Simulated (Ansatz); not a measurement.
A nudged elastic band was laid between two geometries of FH$_{2}$Sn (4 atoms, charge 0, multiplicity 2).

These are results of UKS B3LYP/def2-SVP in Ansatz 0.2.0, not measurements.

```
movable images  : 5
climbing image  : yes
spring          : 5.0 eV/Å²
optimiser       : quadratic models (default)
start path      : IDPP
force threshold : 0.05 eV/Å
iteration limit : 60
end points      : relaxed
```

First end point:

```xyz
4
Properties=species:S:1:pos:R:3
F -1.580 -0.194 0.652
Sn 0.021 -0.249 -0.478
H 1.203 -1.055 0.527
H 0.412 1.438 -0.720
```

Last end point:

```xyz
4
Properties=species:S:1:pos:R:3
F -1.653 -0.422 0.241
Sn 0.180 0.251 0.420
H 1.160 -1.190 0.283
H 0.368 1.302 -0.965
```

(1) What changes between the two ends?

(2) Give the energies along the band, and the barrier.

(3) What is the geometry of the highest image?

(4) What are the harmonic wavenumbers there?

## Answers

(1) No bond is made or broken. The height of Sn2 over the plane of its neighbours goes from -0.69 to 0.69 Å. The two ends are copies of one structure, up to a mirror image or an exchange of like atoms. The height can change sign by an inversion or by a turn that exchanges like atoms.

(2) The forces met the threshold. The highest image is number 3 of 0 to 6, 19.2 kcal/mol above the ends, which have the same energy within 2 meV. A vibrational analysis at the climbing image gives one clearly imaginary mode, 1066i cm⁻¹: a first-order saddle point.

```json
{"image": "0", "path coordinate (Å)": "0.00", "energy (kcal/mol)": "0.0", "height of Sn2 over the plane of its neighbours (Å)": "-0.69"}
{"image": "1", "path coordinate (Å)": "0.22", "energy (kcal/mol)": "2.6", "height of Sn2 over the plane of its neighbours (Å)": "-0.50"}
{"image": "2", "path coordinate (Å)": "0.44", "energy (kcal/mol)": "11.6", "height of Sn2 over the plane of its neighbours (Å)": "-0.25"}
{"image": "3", "path coordinate (Å)": "0.65", "energy (kcal/mol)": "19.2", "height of Sn2 over the plane of its neighbours (Å)": "0.00"}
{"image": "4", "path coordinate (Å)": "0.87", "energy (kcal/mol)": "11.6", "height of Sn2 over the plane of its neighbours (Å)": "0.25"}
{"image": "5", "path coordinate (Å)": "1.09", "energy (kcal/mol)": "2.6", "height of Sn2 over the plane of its neighbours (Å)": "0.50"}
{"image": "6", "path coordinate (Å)": "1.31", "energy (kcal/mol)": "0.0", "height of Sn2 over the plane of its neighbours (Å)": "0.69"}
```

(3) 
```xyz
4
Properties=species:S:1:pos:R:3
F -1.660 -0.315 0.460
Sn 0.193 0.017 -0.055
H 1.191 -1.234 0.464
H 0.331 1.471 -0.889
```

(4) 1066i, 453, 609, 641, 1982, 2034 cm⁻¹.

Run time: 98 s on 1 thread of Intel(R) Xeon(R) Processor @ 2.50GHz (Skylake/Cascade Lake), with other jobs on the host, peak memory 0.14 GiB.
